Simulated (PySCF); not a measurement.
## C₆ coefficients of unlike pairs at TPSSh

Calculated with PySCF 2.14 from the dipole response of each species, C₆(A,B) = (3/π) ∫ α_A(iu) α_B(iu) du, in atomic units, from isotropic polarisabilities. For ions this is the dispersion term alone; charge-induced terms of lower order in 1/R come first.

```csv
species,configuration,basis,relativity,α (bohr³),C₆ (like pair)
Cs⁺,[Xe] (1S),aug-cc-pwCVTZ-X2C (11s10p8d4f),spin-free X2C,16.04,138.1
Ag²⁺,[Kr] 4d9 (2D),aug-cc-pwCVTZ-PP with ECP28MDF (8s8p7d4f3g),core potential,6.102,31.68
W⁺,[Xe] 4f14 5d4 6s1 (6D),def2-TZVPPD with the def2 core potential (60 electrons) (6s5p3d2f1g),core potential,34.43,287.3
```

Problem. Estimate C₆ for W⁺ with Ag²⁺.

Solution. The integral gives 84.66. The combination rule 2 C_A C_B / (C_A α_B/α_A + C_B α_A/α_B) gives 79.25 and the geometric mean 95.39.

No spin-orbit coupling is included.

The other pairs:

```csv
pair,C₆
"Ag²⁺, Cs⁺",64.10
"W⁺, Cs⁺",191.0
```
